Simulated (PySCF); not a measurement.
diphosphane cation (H4P2), SMILES PP (connectivity only; charge and spin as stated), charge +1, multiplicity 2. Atoms are numbered in the order given.

```xyz
6

P     -1.0673    -0.1218     0.0000
P      1.0673     0.1218     0.0000
H     -1.4744     0.6611     1.1002
H     -1.4744     0.6611    -1.1002
H      1.4744    -0.6611     1.1002
H      1.4744    -0.6611    -1.1002
```
Charge +1, spin multiplicity 2.

Geometry: B3LYP-D3(BJ)/def2-TZVP. The multiplicity is an assumed one; other spin states were not compared.

The numbers are results of PySCF with TDA-CAM-B3LYP/def2-TZVPD, not measurements.

Vertical excitations. Isolated molecule, no solvent.

```tsv
state	energy (eV)	λ (nm)	f	main pairs
root 1	3.03	409	0.104	β HOMO→LUMO 92 %
root 2	4.54	273	0.000	β HOMO−1→LUMO 99 %
root 3	5.09	244	0.000	β HOMO−2→LUMO 98 %
root 4	5.77	215	0.100	α HOMO→LUMO 92 %
root 5	5.95	208	0.012	α HOMO→LUMO+1 93 %
root 6	6.23	199	0.001	β HOMO−3→LUMO 96 %
root 7	6.52	190	0.000	α HOMO→LUMO+3 42 %, α HOMO−1→LUMO+1 8 %, β HOMO→LUMO+2 47 %
root 8	6.58	188	0.000	α HOMO→LUMO+2 72 %, β HOMO→LUMO+1 13 %
root 9	7.00	177	0.000	α HOMO→LUMO+2 19 %, β HOMO→LUMO+1 72 %
root 10	7.30	170	0.000	α HOMO→LUMO+3 50 %, β HOMO→LUMO+2 46 %
```
Unrestricted roots are not spin-pure.
